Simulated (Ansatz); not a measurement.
InH2I. Total charge 0; singlet. Geometry r2SCAN-D4/def2-TZVP, basis def2-TZVP, Ansatz.

```xyz
4

In   -0.243    0.183    0.125
H    -1.054    1.125   -1.042
H    -0.438   -0.005    1.809
I     1.735   -1.304   -0.892
```

```csv
run,HOMO (eV),LUMO (eV)
A,-8.23,-1.45
B,-8.51,-1.30
C,-6.46,-2.54
D,-7.29,-2.09
E,-7.47,-1.94
F,-9.84,-0.20
```

In the def2 sets I, In take a core potential; there is no spin–orbit coupling. LC-ωPBE has ω = 0.4 bohr⁻¹.

Question: The runs used BHLYP, CAM-B3LYP, LC-ωPBE, PBE0, r2SCAN, r2SCAN0. Estimate which is which.

Answer: A BHLYP (50 % exact exchange); B CAM-B3LYP (range-separated); C r2SCAN (0 % exact exchange); D PBE0 (25 % exact exchange); E r2SCAN0 (25 % exact exchange); F LC-ωPBE (range-separated). Exact exchange lowers occupied and raises empty levels; among semilocal functionals meta-GGAs tend to open the gap a little, and such runs are hard to tell apart. The gap grows from 3.93 eV (r2SCAN) to 9.64 eV (LC-ωPBE).
